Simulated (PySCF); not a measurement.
3,3,3-trifluoro-2-methylprop-1-ene (C4H5F3), SMILES C=C(C)C(F)(F)F. Atoms are numbered in the order given.

```xyz
12

C     -1.4189     1.3995     0.0000
C     -0.1850     0.8940     0.0000
C      1.0774     1.6954     0.0000
C      0.0147    -0.5978     0.0000
F      0.7147    -0.9850    -1.0757
F      0.7147    -0.9850     1.0757
F     -1.1281    -1.2819     0.0000
H     -2.2986     0.7535     0.0000
H     -1.5784     2.4805     0.0000
H      1.6877     1.4581    -0.8854
H      0.8599     2.7712     0.0000
H      1.6877     1.4581     0.8854
```
Charge 0, spin multiplicity 1.

Geometry: PBE0-D3(BJ)/def2-SVP.

The numbers are results of PBE/pcSseg-1 in PySCF, not measurements.

GIAO shieldings, no solvent; atoms listed in one row are averaged. δ = σ(ref) − σ: ¹³C against TMS (σ = 182.0 ppm); ¹⁹F against CFCl3 (σ = 133.6 ppm); ¹H against TMS (σ = 31.49 ppm), references at their B3LYP-D3(BJ)/def2-TZVP geometries, non-relativistic.

### Question
Estimate the chemical shifts. (An estimate is asked for; the answer gives what the named calculation found.)

### Answer

```tsv
nucleus	atoms	count	δ (ppm)
¹³C	C2	1	146.4
¹³C	C4	1	135.6
¹³C	C1	1	123.6
¹³C	C3	1	21.6
¹⁹F	F5, F6, F7	3	-114.4
¹H	H8	1	6.06
¹H	H9	1	5.66
¹H	H10, H11, H12	3	2.26
```
